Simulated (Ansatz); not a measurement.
Stepwise reaction of `[F][Sn]([Br])([Br])[Br]` with hydrogen, as a gas-phase model of exchange steps in deposition or etching. ΔE in kJ/mol; ΔG adds harmonic PBE0-D4 terms to CCSD(T)/CBS, at 1 bar.

Gas-phase electronic energies from Ansatz, PBE0-D4/def2-TZVP geometries. CCSD(T)/CBS is the MP2 limit (def2-TZVPP, def2-QZVPP) plus CCSD(T) − MP2 in def2-TZVPP, frozen cores. This one scheme is used for every species. DFT in def2-TZVPP. B3LYP here is the variant with VWN-RPA as its local correlation; programs differ in this. Elements past krypton have def2 core potentials. For Br, Sn outer-core shells are correlated without core-valence functions, which leaves a few kJ/mol of doubt a bond. Scalar relativity is left out up to krypton.

```json
{"step": "1", "reaction": "`[F][Sn]([Br])([Br])[Br]` + H₂ → `[F][SnH]([Br])[Br]` + HBr", "PBE-D4": "74.9", "B3LYP-D4": "75.9", "ωB97M-V": "69.9", "CCSD(T)/CBS": "77.8", "ΔG(600 K)": "61.5"}
{"step": "3", "reaction": "`[F][SnH2][Br]` + H₂ → `[F][SnH3]` + HBr", "PBE-D4": "87.0", "B3LYP-D4": "87.1", "ωB97M-V": "84.6", "CCSD(T)/CBS": "92.2", "ΔG(600 K)": "87.4"}
```

(1) Give the row of step 2, `[F][SnH]([Br])[Br]` + H₂ → `[F][SnH2][Br]` + HBr. (Best estimate.)

(2) By hand: ΔE of the 3 steps together at CCSD(T)/CBS.

## Answers

(1) The calculation gave: 
```
step                                           reaction  PBE-D4  B3LYP-D4  ωB97M-V  CCSD(T)/CBS  ΔG(600 K)
   2  `[F][SnH]([Br])[Br]` + H₂ → `[F][SnH2][Br]` + HBr    81.7      81.8     77.6         85.5       75.0
```

(2) (77.8) + (85.5) + (92.2) = 255.5 kJ/mol, or 85.2 kJ/mol a step.

In ΔE each step is higher than the one before. All are uphill at CCSD(T)/CBS. ΔG lies between 61.5 and 87.4 kJ/mol a step. PBE-D4 differs from CCSD(T)/CBS by -5.2 to -2.9 kJ/mol a step. Only this route is followed, and other bonds may react first. Isolated molecules leave out the surface, adducts and barriers. Largest T1 diagnostic: 0.014.
